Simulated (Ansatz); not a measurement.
C3H3ClF2, SMILES [C@H]1(C[C@]1(Cl)F)F.

Geometry optimised at PBE0-D3(BJ)/def2-SVP. The structure was generated by enumeration; whether it is a known compound was not checked.

Two levels are set side by side: PBE/def2-SVPD (Ansatz, an electronic-structure program) and CAM-B3LYP/def2-SVPD (Ansatz). Energy differences of separate SCF runs at the same geometry; the states with an electron removed or added have multiplicity 2 and 2. Differences are taken from unrounded values.

```json
[
 {"quantity": "vertical ionisation energy (eV)", "PBE": "10.09"},
 {"quantity": "vertical singlet–triplet gap (eV)", "PBE": "5.59"}
]
```

**Question.** These are the PBE values. What does CAM-B3LYP give? (Estimate from the structure and the level; the computed values follow.)

**Answer.** 
| quantity | CAM-B3LYP | PBE minus CAM-B3LYP |
|---|---|---|
| vertical ionisation energy (eV) | 10.77 | -0.68 |
| vertical singlet–triplet gap (eV) | 6.36 | -0.77 |
